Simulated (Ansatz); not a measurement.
Ansatz (a program for electronic structure) input (B3LYP-D3(BJ)/def2-TZVP):

Ansatz 0.2 input:
```yaml
crystal:
  periodic: [false, false, false]
  atoms:
    - {symbol: F, position_ang: [-1.37356695, -0.12942076, -0.13763846]}
    - {symbol: B, position_ang: [0.17722482, 0.38919315, 0.25294484]}
    - {symbol: O, position_ang: [1.15339025, -0.32284867, -0.07382744]}
basis:
  gaussian:
    orbitals: def2-TZVP
hamiltonian:
  xc: b3lyp
  dispersion: d3bj
total_charge: -1
magnetization: {spin_polarized: true, initial_magnetization: 1}
relax: {f_tol: 0.002, max_steps: 150}
```

Output:

```
Functional definition: B3LYP
integrals: 0.01 GiB planned
476 factors; their error is unknown
mean field: 0.24 GiB planned
mean field evaluation 1: about -5440.9558 eV, gradient 3.0e1 eV
mean field evaluation 2: about -5429.2352 eV, gradient 6.8e1 eV
mean field evaluation 4: about -5444.1070 eV, gradient 3.7e0 eV
mean field evaluation 8: about -5444.1741 eV, gradient 1.1e-1 eV
mean field evaluation 16: about -5444.1742 eV, gradient 1.7e-5 eV
mean field -5444.17422387 eV, -200.0697125332 hartree, gradient 1.7e-5 eV, S^2 0.753899; 0 other end points of the search recorded, 0 dependent functions left out
the calculation of the forces begins
reference -5444.17440768 eV, -200.0697192881 hartree; 12, 11 occupied and 81, 82 virtual orbitals, 476 factors
relax step   1: F+E_penalty+E_count = -5444.21605123 eV  Δ(F+E_penalty+E_count) = +0.000e0 eV  max|allowed force component| = 2.095e0 eV/Å  Δτ_max = 0.0000 Å  (32 SCF iters, accepted)
these checks for a lower state are left out or cut short: starts, cluster_reference, orbital_swaps, neighbouring_geometries, increment
integrals: 0.01 GiB planned
476 factors; their error is unknown
mean field: 0.24 GiB planned
mean field -5444.43742408 eV, -200.0793849629 hartree, gradient 2.0e-5 eV, S^2 0.753463; 0 other end points of the search recorded, 0 dependent functions left out
the calculation of the forces begins
reference -5444.43761085 eV, -200.0793918263 hartree; 12, 11 occupied and 81, 82 virtual orbitals, 476 factors
relax step   2: F+E_penalty+E_count = -5444.47897290 eV  Δ(F+E_penalty+E_count) = -2.629e-1 eV  max|allowed force component| = 2.062e0 eV/Å  Δτ_max = 0.0769 Å  (33 SCF iters, accepted)
these checks for a lower state are left out or cut short: starts, cluster_reference, orbital_swaps, neighbouring_geometries, increment
integrals: 0.01 GiB planned
476 factors; their error is unknown
mean field: 0.24 GiB planned
mean field evaluation 32: about -5444.3705 eV, gradient 7.3e-4 eV
mean field -5444.37053814 eV, -200.0769269496 hartree, gradient 2.1e-5 eV, S^2 0.752294; 0 other end points of the search recorded, 0 dependent functions left out
the calculation of the forces begins
reference -5444.37072923 eV, -200.0769339723 hartree; 12, 11 occupied and 81, 82 virtual orbitals, 476 factors
relax step   3: F+E_penalty+E_count = -5444.41265412 eV  Δ(F+E_penalty+E_count) = +6.632e-2 eV  max|allowed force component| = 5.459e0 eV/Å  Δτ_max = 0.1944 Å  (37 SCF iters, rejected (line search))
these checks for a lower state are left out or cut short: starts, cluster_reference, orbital_swaps, neighbouring_geometries, increment
integrals: 0.01 GiB planned
476 factors; their error is unknown
mean field: 0.24 GiB planned
mean field -5444.70165036 eV, -200.0890950995 hartree, gradient 9.4e-6 eV, S^2 0.752820; 0 other end points of the search recorded, 0 dependent functions left out
the calculation of the forces begins
reference -5444.70184216 eV, -200.0891021481 hartree; 12, 11 occupied and 81, 82 virtual orbitals, 476 factors
relax step   4: F+E_penalty+E_count = -5444.74336169 eV  Δ(F+E_penalty+E_count) = -2.644e-1 eV  max|allowed force component| = 6.904e-1 eV/Å  Δτ_max = 0.0895 Å  (39 SCF iters, accepted)
these checks for a lower state are left out or cut short: starts, cluster_reference, orbital_swaps, neighbouring_geometries, increment
integrals: 0.01 GiB planned
476 factors; their error is unknown
mean field: 0.24 GiB planned
mean field -5444.71234015 eV, -200.0894879418 hartree, gradient 2.5e-5 eV, S^2 0.752687; 0 other end points of the search recorded, 0 dependent functions left out
the calculation of the forces begins
reference -5444.71253234 eV, -200.0894950048 hartree; 12, 11 occupied and 81, 82 virtual orbitals, 476 factors
relax step   5: F+E_penalty+E_count = -5444.75417357 eV  Δ(F+E_penalty+E_count) = -1.081e-2 eV  max|allowed force component| = 2.955e-1 eV/Å  Δτ_max = 0.0294 Å  (32 SCF iters, accepted)
these checks for a lower state are left out or cut short: starts, cluster_reference, orbital_swaps, neighbouring_geometries, increment
integrals: 0.01 GiB planned
476 factors; their error is unknown
mean field: 0.24 GiB planned
mean field -5444.71569567 eV, -200.0896112549 hartree, gradient 1.3e-5 eV, S^2 0.752787; 0 other end points of the search recorded, 0 dependent functions left out
the calculation of the forces begins
reference -5444.71588612 eV, -200.0896182538 hartree; 12, 11 occupied and 81, 82 virtual orbitals, 476 factors
relax step   6: F+E_penalty+E_count = -5444.75754426 eV  Δ(F+E_penalty+E_count) = -3.371e-3 eV  max|allowed force component| = 5.616e-2 eV/Å  Δτ_max = 0.0169 Å  (33 SCF iters, accepted)
these checks for a lower state are left out or cut short: starts, cluster_reference, orbital_swaps, neighbouring_geometries, increment
integrals: 0.01 GiB planned
476 factors; their error is unknown
mean field: 0.24 GiB planned
mean field evaluation 64: about -5444.7156 eV, gradient 2.4e-5 eV
mean field -5444.71555261 eV, -200.0896059978 hartree, gradient 9.2e-6 eV, S^2 0.752751; 0 other end points of the search recorded, 0 dependent functions left out
the calculation of the forces begins
reference -5444.71574358 eV, -200.0896130156 hartree; 12, 11 occupied and 81, 82 virtual orbitals, 476 factors
relax step   7: F+E_penalty+E_count = -5444.75739272 eV  Δ(F+E_penalty+E_count) = +1.515e-4 eV  max|allowed force component| = 1.731e-1 eV/Å  Δτ_max = 0.0054 Å  (33 SCF iters, rejected (line search))
these checks for a lower state are left out or cut short: starts, cluster_reference, orbital_swaps, neighbouring_geometries, increment
integrals: 0.01 GiB planned
476 factors; their error is unknown
mean field: 0.24 GiB planned
mean field -5444.71587629 eV, -200.0896178927 hartree, gradient 9.0e-6 eV, S^2 0.752774; 0 other end points of the search recorded, 0 dependent functions left out
the calculation of the forces begins
reference -5444.71606703 eV, -200.0896249022 hartree; 12, 11 occupied and 81, 82 virtual orbitals, 476 factors
relax step   8: F+E_penalty+E_count = -5444.75771745 eV  Δ(F+E_penalty+E_count) = -1.732e-4 eV  max|allowed force component| = 1.214e-2 eV/Å  Δτ_max = 0.0027 Å  (35 SCF iters, accepted)
these checks for a lower state are left out or cut short: starts, cluster_reference, orbital_swaps, neighbouring_geometries, increment
integrals: 0.01 GiB planned
476 factors; their error is unknown
mean field: 0.24 GiB planned
mean field -5444.71588737 eV, -200.0896183000 hartree, gradient 2.1e-5 eV, S^2 0.752771; 0 other end points of the search recorded, 0 dependent functions left out
the calculation of the forces begins
reference -5444.71607819 eV, -200.0896253125 hartree; 12, 11 occupied and 81, 82 virtual orbitals, 476 factors
relax step   9: F+E_penalty+E_count = -5444.75772637 eV  Δ(F+E_penalty+E_count) = -8.917e-6 eV  max|allowed force component| = 1.041e-4 eV/Å  Δτ_max = 0.0008 Å  (25 SCF iters, accepted)
integrals: 0.01 GiB planned
476 factors; their error is unknown
mean field: 0.24 GiB planned
mean field evaluation 96: about -5444.7159 eV, gradient 7.4e-3 eV
mean field -5444.71588737 eV, -200.0896183000 hartree, gradient 2.1e-5 eV, S^2 0.752771; 1 other end points of the search recorded, 0 dependent functions left out
the calculation of the forces begins
reference -5444.71607819 eV, -200.0896253125 hartree; 12, 11 occupied and 81, 82 virtual orbitals, 476 factors
Total energy: -5444.75791719 eV, -200.0911628673 hartree
Atom 0 at    -1.257506    -0.071913    -0.098099 Å, force    -0.000012     0.000030     0.000016 eV/Å
Atom 1 at     0.060774     0.293493     0.192319 Å, force     0.000076    -0.000104    -0.000052 eV/Å
Atom 2 at     1.153779    -0.284656    -0.052742 Å, force    -0.000064     0.000074     0.000036 eV/Å
Dipole moment:    -0.425707    -0.158662    -0.116205 e Å
```
